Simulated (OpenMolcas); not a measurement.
# Te III: effect of the level shift or regulariser

```yaml
Program: OpenMolcas
Basis: ANO-RCC-VTZP [7s6p4d2f1g]
Scalar_Hamiltonian: DKH2, point nucleus
Active_space: 2 electrons in 3 orbitals (5p)
State_averaging: 2S+1 = 3 even, 3 roots; 2S+1 = 1 even, 6 roots
Spin-orbit_coupling: RASSI with atomic mean-field integrals over the reference wave functions, term energies averaged over their components
```

Methods on the same reference wave functions:
A. CASSCF
B. SS-CASPT2, IPEA 0.25 Eh, imaginary shift 0.1 Eh (closed shells correlated: 4d 5s)
C. SS-CASPT2, IPEA 0.25 Eh, real shift 0.2 Eh (closed shells correlated: 4d 5s)
D. SS-CASPT2, IPEA 0.25 Eh, sigma2 regulariser 0.3 Eh (closed shells correlated: 4d 5s)

Energies in cm⁻¹ above 5s² 5p² ³P₀, the measured ground level; measured values from the list in Zhang, Palmeri, Quinet and Biemont, Astron. Astrophys. 551, A136 (2013).

| Level | A | B | C | D | Measured |
| --- | --- | --- | --- | --- | --- |
| 5s² 5p² ³P₀ | 0.0 | 0.0 | 0.0 | 0.0 | 0.0 |
| 5s² 5p² ³P₁ | 3867 | 4130 | 4130 | 4130 | 4757 |
| 5s² 5p² ³P₂ | 7524 | 7410 | 7420 | 7410 | 8167 |
| 5s² 5p² ¹D₂ | 18356 | 16370 | 16400 | 16370 | 17360 |
| 5s² 5p² ¹S₀ | 34645 | 29680 | 29770 | 29680 | 30398 |

Deviations, from unrounded energies. A percentage is the sum of absolute deviations over the sum of measured energies, with the sign that they share, or ± where signs differ.

```tsv
Against measurement	Levels	A	B	C	D
mean absolute deviation (cm-1)	4	1700	770	740	770
fine structure of the ground term (%)	2	-11.9	-10.7	-10.7	-10.7
other terms of the ground configuration (%)	2	+11.0	-3.6	-3.3	-3.6
```

B, C, D lie about equally close to measurement and A furthest from it. The largest miss of C in the table is 5s² 5p² ¹D₂, by -960 cm-1. The ranking rests on the paired levels alone, and a cruder setting can come out closer through cancelling errors.

Among B to D the level of the table that moves most is 5s² 5p² ¹S₀, by 84 cm-1 (lowest in D, highest in C). Moves below CASPT2's spread within the term are not significant.

The mean deviations of B to D differ by less than CASPT2's widest spread within a term (120 cm-1), so their order carries little weight.

From A to B the spin-free energies of the other terms of 5s² 5p² shown, above ³P, scale by factors of 0.76 to 0.80.

The lowest spin-free term lies below A's lowest term by 0.488 hartree in B, 0.488 hartree in C, 0.488 hartree in D.

Term energies are means over components that CASPT2 splits; among the terms shown or strongly mixed into the levels shown the widest spread is 120 cm-1 (5s² 5p² ¹D, D). With the s shell closed, the reference lacks s² → p² mixing. Measured partners are found by configuration, term and J. A level has none where our copy of the source lacks it or the pairing is in doubt (some pairs that miss far off the trend of their configuration count as doubtful), and it then counts in no deviation. Only configurations of the active space appear.
